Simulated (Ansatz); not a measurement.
Frontier orbitals of C$_{3}$H$_{4}$BFO$_{3}$, SMILES `O[B-]1(F)OC=CC=[O+]1`.

```xyz
12

O     1.250    1.666   -1.432
B     1.031    0.758   -0.410
F     2.101    0.557    0.404
O     0.623   -0.629   -0.963
C    -0.159   -1.396   -0.322
C    -0.905   -0.996    0.774
C    -0.892    0.355    1.076
O    -0.143    1.201    0.498
H     0.494    1.805   -2.001
H    -0.251   -2.408   -0.721
H    -1.567   -1.680    1.283
H    -1.581    0.769    1.814
```

The species carries charge 0 and has multiplicity 1. All single points use the PBE0-D4/def2-TZVP geometry. It is one conformer, not always the lowest. Basis def2-TZVPP, the Gaussian-basis code of Ansatz.

Orbital energies of one run (eV). Highest occupied ones, from the top: -7.19, -7.39, -8.15, -8.70, -9.22, -9.46, -10.15, -11.06, -11.28, -12.25, -12.39, -12.71, -13.67, -14.49. Empty: -3.29, 0.22, 0.50, 0.95, 1.45, 2.18.

Question: Which functional gave them?
A. BHLYP
B. B97M-V
C. revPBE
D. B3LYP

Answer: B. HOMO energies: B97M-V -7.19, revPBE -6.83, BHLYP -9.15, B3LYP -7.91 eV.

B3LYP here is the variant with VWN-RPA as its local correlation; programs differ in this.
